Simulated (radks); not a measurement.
Ionisation ladder of rhodium, from Rh to Rh21+. Each ion is in the ground configuration listed by NIST, and IE = E(next ion) - E(this ion). Method: Dirac Kohn-Sham, relativistic LDA (MacDonald-Vosko exchange, VWN5 correlation), spin-unpolarised, spherical densities, finite nucleus; open shells fill j = l - 1/2 first; Fermi nuclear charge, rms radius 4.4945 fm; computed with a radial shooting solver on a logarithmic mesh with Libxc functionals.

[
 {"species": "Rh", "configuration": "[Kr] 4d8 5s1", "E (hartree)": "-4774.39724", "IE, Delta-SCF (eV)": "7.752", "-e(HOMO) (eV)": "4.561", "HOMO": "5s1/2", "<r> HOMO (bohr)": "3.26", "IE, NIST (eV)": "7.459", "kind": "exp.", "error (eV)": "+0.294"},
 {"species": "Rh+", "configuration": "[Kr] 4d8", "E (hartree)": "-4774.11234", "IE, Delta-SCF (eV)": "19.567", "-e(HOMO) (eV)": "13.664", "HOMO": "4d5/2", "<r> HOMO (bohr)": "1.56", "IE, NIST (eV)": "18.080", "kind": "semi-emp.", "error (eV)": "+1.487"},
 {"species": "Rh2+", "configuration": "[Kr] 4d7", "E (hartree)": "-4773.39326", "IE, Delta-SCF (eV)": "32.502", "-e(HOMO) (eV)": "25.769", "HOMO": "4d5/2", "<r> HOMO (bohr)": "1.45", "IE, NIST (eV)": "31.060", "kind": "semi-emp.", "error (eV)": "+1.442"},
 {"species": "Rh3+", "configuration": "[Kr] 4d6", "E (hartree)": "-4772.19884", "IE, Delta-SCF (eV)": "46.881", "-e(HOMO) (eV)": "39.473", "HOMO": "4d5/2", "<r> HOMO (bohr)": "1.38", "IE, NIST (eV)": "42", "kind": "theory", "error (eV)": "+4.881"},
 {"species": "Rh4+", "configuration": "[Kr] 4d5", "E (hartree)": "-4770.47600", "IE, Delta-SCF (eV)": "62.474", "-e(HOMO) (eV)": "54.489", "HOMO": "4d5/2", "<r> HOMO (bohr)": "1.31", "IE, NIST (eV)": "63", "kind": "theory", "error (eV)": "-0.526"},
 {"species": "Rh5+", "configuration": "[Kr] 4d4", "E (hartree)": "-4768.18011", "IE, Delta-SCF (eV)": "79.773", "-e(HOMO) (eV)": "71.226", "HOMO": "4d3/2", "<r> HOMO (bohr)": "1.25", "IE, NIST (eV)": "80", "kind": "theory", "error (eV)": "-0.227"},
 {"species": "Rh6+", "configuration": "[Kr] 4d3", "E (hartree)": "-4765.24851", "IE, Delta-SCF (eV)": "97.494", "-e(HOMO) (eV)": "88.480", "HOMO": "4d3/2", "<r> HOMO (bohr)": "1.21", "IE, NIST (eV)": "97", "kind": "theory", "error (eV)": "+0.494"},
 {"species": "Rh7+", "configuration": "[Kr] 4d2", "E (hartree)": "-4761.66568", "IE, Delta-SCF (eV)": "116.10", "-e(HOMO) (eV)": "106.65", "HOMO": "4d3/2", "<r> HOMO (bohr)": "1.17", "IE, NIST (eV)": "115", "kind": "theory", "error (eV)": "+1.0"},
 {"species": "Rh8+", "configuration": "[Kr] 4d1", "E (hartree)": "-4757.39911", "IE, Delta-SCF (eV)": "135.53", "-e(HOMO) (eV)": "125.68", "HOMO": "4d3/2", "<r> HOMO (bohr)": "1.13", "IE, NIST (eV)": "135", "kind": "theory", "error (eV)": "+0.5"},
 {"species": "Rh9+", "configuration": "[Kr]", "E (hartree)": "-4752.41848", "IE, Delta-SCF (eV)": "207.71", "-e(HOMO) (eV)": "196.47", "HOMO": "4p3/2", "<r> HOMO (bohr)": "0.987", "IE, NIST (eV)": "207.51", "kind": "semi-emp.", "error (eV)": "+0.2"},
 {"species": "Rh10+", "configuration": "[Ar] 3d10 4s2 4p5", "E (hartree)": "-4744.78544", "IE, Delta-SCF (eV)": "230.52", "-e(HOMO) (eV)": "219.03", "HOMO": "4p3/2", "<r> HOMO (bohr)": "0.971", "IE, NIST (eV)": "228", "kind": "theory", "error (eV)": "+2.5"},
 {"species": "Rh11+", "configuration": "[Ar] 3d10 4s2 4p4", "E (hartree)": "-4736.31400", "IE, Delta-SCF (eV)": "253.83", "-e(HOMO) (eV)": "242.10", "HOMO": "4p3/2", "<r> HOMO (bohr)": "0.955", "IE, NIST (eV)": "252", "kind": "theory", "error (eV)": "+1.7"},
 {"species": "Rh12+", "configuration": "[Ar] 3d10 4s2 4p3", "E (hartree)": "-4726.98578", "IE, Delta-SCF (eV)": "277.61", "-e(HOMO) (eV)": "265.65", "HOMO": "4p3/2", "<r> HOMO (bohr)": "0.939", "IE, NIST (eV)": "277", "kind": "theory", "error (eV)": "+0.6"},
 {"species": "Rh13+", "configuration": "[Ar] 3d10 4s2 4p2", "E (hartree)": "-4716.78397", "IE, Delta-SCF (eV)": "307.77", "-e(HOMO) (eV)": "295.39", "HOMO": "4p1/2", "<r> HOMO (bohr)": "0.907", "IE, NIST (eV)": "306", "kind": "theory", "error (eV)": "+1.8"},
 {"species": "Rh14+", "configuration": "[Ar] 3d10 4s2 4p1", "E (hartree)": "-4705.47362", "IE, Delta-SCF (eV)": "332.74", "-e(HOMO) (eV)": "320.21", "HOMO": "4p1/2", "<r> HOMO (bohr)": "0.894", "IE, NIST (eV)": "331.6", "kind": "semi-emp.", "error (eV)": "+1.2"},
 {"species": "Rh15+", "configuration": "[Ar] 3d10 4s2", "E (hartree)": "-4693.24561", "IE, Delta-SCF (eV)": "391.97", "-e(HOMO) (eV)": "379.03", "HOMO": "4s1/2", "<r> HOMO (bohr)": "0.857", "IE, NIST (eV)": "389.3", "kind": "theory", "error (eV)": "+2.7"},
 {"species": "Rh16+", "configuration": "[Ar] 3d10 4s1", "E (hartree)": "-4678.84111", "IE, Delta-SCF (eV)": "417.47", "-e(HOMO) (eV)": "404.87", "HOMO": "4s1/2", "<r> HOMO (bohr)": "0.846", "IE, NIST (eV)": "416.0", "kind": "semi-emp.", "error (eV)": "+1.5"},
 {"species": "Rh17+", "configuration": "[Ar] 3d10", "E (hartree)": "-4663.49948", "IE, Delta-SCF (eV)": "739.04", "-e(HOMO) (eV)": "709.50", "HOMO": "3d5/2", "<r> HOMO (bohr)": "0.361", "IE, NIST (eV)": "739", "kind": "theory", "error (eV)": "0.0"},
 {"species": "Rh18+", "configuration": "[Ar] 3d9", "E (hartree)": "-4636.34022", "IE, Delta-SCF (eV)": "799.22", "-e(HOMO) (eV)": "768.86", "HOMO": "3d5/2", "<r> HOMO (bohr)": "0.355", "IE, NIST (eV)": "794", "kind": "theory", "error (eV)": "+5.2"},
 {"species": "Rh19+", "configuration": "[Ar] 3d8", "E (hartree)": "-4606.96954", "IE, Delta-SCF (eV)": "861.02", "-e(HOMO) (eV)": "829.85", "HOMO": "3d5/2", "<r> HOMO (bohr)": "0.349", "IE, NIST (eV)": "857", "kind": "theory", "error (eV)": "+4.0"},
 {"species": "Rh20+", "configuration": "[Ar] 3d7", "E (hartree)": "-4575.32767", "IE, Delta-SCF (eV)": "924.42", "-e(HOMO) (eV)": "892.46", "HOMO": "3d5/2", "<r> HOMO (bohr)": "0.343", "IE, NIST (eV)": "921", "kind": "theory", "error (eV)": "+3.4"},
 {"species": "Rh21+", "configuration": "[Ar] 3d6", "E (hartree)": "-4541.35575", "IE, Delta-SCF (eV)": "989.40", "-e(HOMO) (eV)": "956.65", "HOMO": "3d5/2", "<r> HOMO (bohr)": "0.338", "IE, NIST (eV)": "984", "kind": "theory", "error (eV)": "+5.4"}
]

Reference values: NIST Atomic Spectra Database (exp. = measured, semi-emp. = semi-empirical, theory = theoretical value adopted there). The ionisation energy per charge of the ion left behind rises most, in proportion, at Rh17+ ([Ar] 3d10), from 24.557 to 41.058 eV. Against the entries that are not theoretical the mean signed error is +2.9 % and the largest +8.2 %. Spin polarisation and multiplet splitting are left out, so open shells lie too high by an amount that depends on their filling.

Beside tabulated values, note that spin-unpolarised runs miss the spin-polarisation part of the exchange energy of open shells.
